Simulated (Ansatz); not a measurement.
```xyz
4

Si   -0.0207   -0.0409    0.0595
H     1.4529   -0.0411   -0.3698
H    -0.7381    1.2618   -0.3387
H    -0.6996   -1.2138   -0.4150
```

Basis set: STO-3G (spherical functions). Left uncorrelated: 5 orbitals. Charge 0, multiplicity 2.

Computed with Ansatz (development build ahead of 0.2.0); each method stands on the lowest determinant of its kind that the runs found.

Give the atomization energy at this shape (free ground-state atoms in the same class of orbitals less the molecule, no zero-point energy) of doublet SiH3 by UHF-MP2, UHF.

```json
{"method": "UHF-MP2", "atomization energy": "267.71 kcal/mol"}
{"method": "UHF", "atomization energy": "249.66 kcal/mol"}
```

This basis has no polarisation functions and is too small for such energies, which can lie far from measured ones in either direction.
